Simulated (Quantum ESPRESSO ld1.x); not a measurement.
Results of a calculation; reference values are marked as such.
Coulomb parameter of the 4f shell of neutral cerium in the model configuration [Xe] 4f1 5d1 6s2, as a second difference U = [E(n + 0.25) + E(n - 0.25) - 2 E(n)] / (0.25)^2 with all orbitals relaxed. "Bare": the charge of the atom changes with n. "Screened": the 5d shell takes up the change at fixed total charge, which measures U(4f,4f) + U(5d,5d) - 2 U(4f,5d). Code: ld1.x of Quantum ESPRESSO 7.5. Model: Dirac Kohn-Sham, PBE, spin-unpolarised, spherical densities, point nucleus; open shells are shared between the two j in proportion to 2j + 1.

case                     configuration  E - E(n) (eV)
start                 [Xe] 4f1 5d1 6s2          0.000
bare +0.25         [Xe] 4f1.25 5d1 6s2         -0.962
bare -0.25         [Xe] 4f0.75 5d1 6s2          1.751
screened +0.25  [Xe] 4f1.25 5d0.75 6s2         -0.441
screened -0.25  [Xe] 4f0.75 5d1.25 6s2          0.724

U(bare) = 12.625 eV, U(screened by 5d) = 4.533 eV, against the Slater integral F0(4f,4f) = 23.024 eV with frozen orbitals. The step up makes a negative ion, whose loosely bound charge lowers the bare value.
